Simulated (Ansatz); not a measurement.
Computed with Ansatz on PBE0-D4/def2-TZVP structures; ΔE is electronic, products minus reactants. CCSD(T)/CBS adds triple-zeta CCSD(T) − MP2 to the extrapolated MP2 energy (def2 sets, frozen cores). Functionals use def2-TZVPP. Elements past krypton have def2 core potentials. For Se, Sn outer-core shells are correlated without core-valence functions, which leaves a few kJ/mol of doubt a bond. Scalar relativity is left out up to krypton. Each species was taken in one conformer, which may not be the lowest.

Reaction (formal exchange of groups at the Se–Si bond): `CO[SiH2][SeH]` + `C[O][SnH3]` → `C[O][SnH2][SeH]` + `CO[SiH3]`

Task: Is it downhill or uphill in electronic energy at CCSD(T)/CBS, and by how much? (An estimate is asked.)

Result: Computed: Downhill: ΔE = -0.27 eV.

Task: What do these levels give: revPBE-D4, PBE0-D4, ωB97X-V, ωB97M-V, B2PLYP, PBE-QIDH, PBE0, CCSD(T)/def2-SVP, HF/def2-TZVPP, SCS-MP2/def2-TZVPP, SCS-MP2/def2-QZVPP, HF/CBS(def2)? (Best estimate.)

Result: Computed: revPBE-D4 -0.20, PBE0-D4 -0.20, ωB97X-V -0.20, ωB97M-V -0.20, B2PLYP -0.24, PBE-QIDH -0.20, PBE0 -0.20, CCSD(T)/def2-SVP -0.29, HF/def2-TZVPP -0.27, SCS-MP2/def2-TZVPP -0.24, SCS-MP2/def2-QZVPP -0.27, HF/CBS(def2) -0.27 eV.

Largest T1 diagnostic among the species: 0.013.

Leaving LDA and LC-ωPBE aside and taking each functional with its dispersion term where it has one, the values, not all of them listed here, spread over 0.14 eV, from BLYP-D4 to B97M-V. LDA lies +0.05 eV from PBE without D4. In def2-TZVPP, CCSD(T) changes the Hartree–Fock value by +0.06 eV (the triples alone add −0.00 eV) and MP2 by +0.04 eV.
